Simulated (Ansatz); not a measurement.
Consider the formal exchange of groups at a Ge–Cl bond: `[Cl][GeH]([Cl])[Cl]` + `CC1C=C1F` → `[CH3][GeH]([Cl])[Cl]` + `FC1=CC1Cl`.

Program: Ansatz. Geometries: PBE0-D4/def2-TZVP. ΔE: electronic, gas phase. CBS: MP2 limit from def2 TZ/QZ plus the TZ coupled-cluster correction, frozen cores. DFT in def2-TZVPP. For Ge outer-core shells are correlated without core-valence functions, which leaves a few kJ/mol of doubt a bond. Scalar relativity is left out up to krypton.

```tsv
level	ΔE (kJ/mol)	difference from CCSD(T)/CBS
BLYP-D4	68.7	-3.2
r2SCAN-D4	70.0	-1.9
B2PLYP	73.5	1.6
revPBE	67.0	-4.9
BLYP	68.6	-3.3
r2SCAN	70.1	-1.8
LC-ωPBE	72.3	0.4
MP2/def2-SVP	90.7	18.8
HF/def2-TZVPP	82.4	10.5
CCSD/CBS(def2)	73.4	1.5
CCSD(T)/CBS	71.9	0
```

Problem. What do rigid-rotor, harmonic-oscillator terms from PBE0-D4/def2-TZVP frequencies (298.15 K, 1 bar) make of the CCSD(T)/CBS value? (Best estimate.)

Solution. The calculation gave: ΔZPE = -4.0 kJ/mol, ΔH = +68.4 kJ/mol, ΔS = 15 J/(mol·K), ΔG = +63.8 kJ/mol.

Largest T1 diagnostic among the species: 0.011.

From PBE to PBE0 (25 % exact exchange), in def2-TZVPP and without D4, ΔE moves by +3.9 kJ/mol. At CCSD(T), def2-SVP lies +19.7 kJ/mol from the extrapolated value and def2-TZVPP +2.1 kJ/mol.
